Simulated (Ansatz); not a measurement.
Several settings on one geometry of the cluster ScCl₃ (the lowest singlet isomer of a short search) (that of the charge 0 singlet, r2SCAN-D4/def2-SVP). Ansatz on 2 threads of Arm Neoverse V1 on a shared host; times are rough.

Cartesian coordinates in Å:
```
Sc 0.004 0.001 0.001
Cl 0.099 -0.913 2.075
Cl -0.031 -1.342 -1.827
Cl -0.072 2.254 -0.250
```

Totals from different functionals, basis sets or treatments of relativity can't be compared as stabilities.

DK, ANO-RCC and x2c sets are all-electron and run with scalar relativity unless a key says otherwise. The 6-31G sets use Cartesian d functions. Correlated methods freeze no core orbitals; core or outer-core shells of Sc are correlated, in sets that lack core-valence functions.

**Question.** Give the basis size and estimate the energy, ⟨S²⟩, dipole and time of these runs.

| run | method | charge | state | further keys |
| --- | --- | --- | --- | --- |
| 1 | RKS rPW86-PBE-rVV10/cc-pVDZ | 0 | singlet | scf: {omitted_lower_state_checks: [starts]}; forces asked |
| 2 | RKS ωB97X/6-31G | 0 | singlet | fitting: {mean_field: def2-universal-jkfit}; scf: {omitted_lower_state_checks: [starts]}; forces asked |
| 3 | RKS r2SCAN50-D4/def2-SVPD | 0 | singlet | scf: {omitted_lower_state_checks: [starts]}; forces asked |
| 4 | UKS ωB97X/pcseg-2 | 0 | singlet | scf: {omitted_lower_state_checks: [starts]} |
| 5 | UHF, rpa/6-31G* | 0 | singlet | final_grid: {core_spheres: 5, valence_spheres: 4, degree: 11}; electrons: all |
| 6 | RKS ωPBEh/def2-TZVP | 0 | singlet | point_charges: [{charge: 1.00, position_ang: [3.922, -0.155, -0.642]}]; scf: {omitted_lower_state_checks: [starts]}; forces asked |
| 7 | RKS B3LYP5/ANO-RCC-VTZP | 0 | singlet | scf: {omitted_lower_state_checks: [starts]}; forces asked |

**Answer.** 
```
run  functions  energy (Eh)  ⟨S²⟩  dipole (D)  wall time
  1         97   -2142.9538     –        0.03      8.5 s
  2         68   -2141.4015     –        0.04        4 s
  3        115   -2140.8965     –        0.03        7 s
  4        158   -2141.6278  0.00           –       15 s
  5         93   -2139.1623  0.00           –      2.3 s
  6        156   -2141.0211     –        1.62        6 s
  7        161   -2149.2569     –        0.03       21 s
```
